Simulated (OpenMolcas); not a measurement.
A run on Ru2+ among 6 point charges of -1.5 e arranged as a trigonal antiprism (D3d), 2.08 Å from the ion, with a polar angle of 58.6° against the regular 54.74°.

```json
{
  "Program": "OpenMolcas",
  "Method": "SS-CASPT2, IPEA 0.25 Eh, imaginary shift 0.1 Eh (closed shells correlated: 4s 4p)",
  "Basis": "ANO-RCC-VDZP [6s5p3d1f]",
  "Scalar Hamiltonian": "DKH2, point nucleus",
  "Active space": "6 electrons in 5 orbitals (4d)",
  "State averaging": "2S+1 = 5 even, 5 roots; 2S+1 = 3 even, 45 roots; 2S+1 = 1 even, 50 roots",
  "Spin-orbit coupling": "state interaction with AMFI integrals over the reference wave functions"
}
```

First CASPT2 step and the start of its output:

```
&CASPT2
Multistate=5 1 2 3 4 5
NoMult
Frozen=8 6
IPEA=0.25
Imaginary=0.1
MaxIter=60
WThr=0.0 0.3 0.05
PrWF=0.5
NoMix
```

```
--- CASPT2 ---
Orbital specifications:
      -----------------------

      Symmetry species                           1   2
                                                ag  au
      Frozen orbitals                            8   6
      Inactive orbitals                          1   3
      Active orbitals                            5   0
      Secondary orbitals                         7  13
      Deleted orbitals                           0   0
      Number of basis functions                 21  22
Type of calculation                        SS-CASPT2
      Fock operator                              state-specific
      IPEA shift                                 0.25
      Real shift                                 0.00
      Imaginary shift                            0.10
      The input orbitals will be transformed to quasi-canonical
Reference energy:       -4531.2010140633
      E2 (Non-variational):      -0.3320183649
      Shift correction:          -0.0019091227
      E2 (Variational):          -0.3339274877
      Total energy:           -4531.5349415509
      Residual norm:              0.0000003426
      Reference weight:           0.87476
      Contributions to the CASPT2 correlation energy
      Active & Virtual Only:         -0.1242831779
      One Inactive Excited:          -0.1361336433
      Two Inactive Excited:          -0.0716015438
Reference energy:       -4531.1689552799
      E2 (Non-variational):      -0.2935710246
      Shift correction:          -0.0003802234
      E2 (Variational):          -0.2939512480
      Total energy:           -4531.4629065279
      Residual norm:              0.0000002505
      Reference weight:           0.93252
      Contributions to the CASPT2 correlation energy
      Active & Virtual Only:         -0.0919953546
...
```

Over all roots the printed reference weights run from 0.02 to 0.93, and roots that are degenerate in the reference spread by up to 800 cm-1.

Task: Did the run give usable levels, and if not, why?

Result: No. The equations converged, but the reference weight falls to 0.02 for at least one root against 0.93 for the best. A drop of that size marks an intruder state, so the energies of such roots and the levels built on them can't be trusted.
